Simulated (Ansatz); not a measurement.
Reactions of CH$_{3}$AlF$_{2}$ (`[CH3][Al]([F])[F]`).

Program: Ansatz. Geometries: PBE0-D4/def2-TZVP. ΔE: electronic, gas phase. CCSD(T)/CBS is the MP2 limit (def2-TZVPP, def2-QZVPP) plus CCSD(T) − MP2 in def2-TZVPP, frozen cores. This one scheme is used for every species, atoms too. Open shells (•) are unrestricted, without spin–orbit coupling. Spin–orbit coupling would lower the free atoms: a little for Al, C, F. Elements past krypton have def2 core potentials. Bonds to Ge, I, Se are less sure, by a few kJ/mol each and by 10 to 20 or more in all where they break to atoms, as the def2 sets lack core-valence functions. Scalar relativity is left out up to krypton. Each species was taken in one conformer, which may not be the lowest.

```json
{"reaction": "`[CH3][Al]([F])[F]` + HI → `[CH3][Al]([F])[I]` + H–F", "MP2/CBS(def2) (eV)": "0.23", "HF/CBS(def2) (eV)": "0.43"}
{"reaction": "`[CH3][Al]([F])[F]` + `[OH][GeH3]` → `[CH3][Al]([F])[O][GeH3]` + H–F", "MP2/CBS(def2) (eV)": "0.29", "HF/CBS(def2) (eV)": "0.35"}
{"reaction": "`[CH3][Al]([F])[F]` + `C[SeH]` → `C[Se][Al]([F])[F]` + CH₄", "MP2/CBS(def2) (eV)": "-1.18", "HF/CBS(def2) (eV)": "-1.14"}
{"reaction": "`[CH3][Al]([F])[F]` + HCl → `[F][Al]([F])[Cl]` + CH₄", "MP2/CBS(def2) (eV)": "-1.58", "HF/CBS(def2) (eV)": "-1.70"}
{"reaction": "`[CH3][Al]([F])[F]` → Al• + C• + 2 F• + 3 H•", "MP2/CBS(def2) (eV)": "29.78", "HF/CBS(def2) (eV)": "22.06"}
{"reaction": "`[CH3][Al]([F])[F]` + `FC(F)(F)[SeH]` → `C[Se]C(F)(F)F` + `[F][AlH][F]`", "MP2/CBS(def2) (eV)": "0.41", "HF/CBS(def2) (eV)": "0.41"}
{"reaction": "`[CH3][Al]([F])[F]` + CH₃SH → `C[S][Al]([F])[F]` + CH₄", "MP2/CBS(def2) (eV)": "-1.07", "HF/CBS(def2) (eV)": "-1.03"}
{"reaction": "`[CH3][Al]([F])[F]` + CH₃SH → `C[S][Al]([CH3])[F]` + H–F", "MP2/CBS(def2) (eV)": "0.80", "HF/CBS(def2) (eV)": "1.07"}
{"reaction": "`[CH3][Al]([F])[F]` → `[F][AlH][F]` + `[CH2]` (triplet)", "MP2/CBS(def2) (eV)": "5.17", "HF/CBS(def2) (eV)": "3.45"}
{"reaction": "`[CH3][Al]([F])[F]` + H₂S → `[CH3][Al]([F])[SH]` + H–F", "MP2/CBS(def2) (eV)": "0.71", "HF/CBS(def2) (eV)": "0.91"}
```

Give the CCSD(T)/CBS values in the same order. (An estimate is asked.)

Computed: 0.31, 0.30, -1.14, -1.54, 28.95, 0.43, -1.03, 0.82, 5.03, 0.73 eV.

Largest T1 diagnostic: 0.018, for Al•.
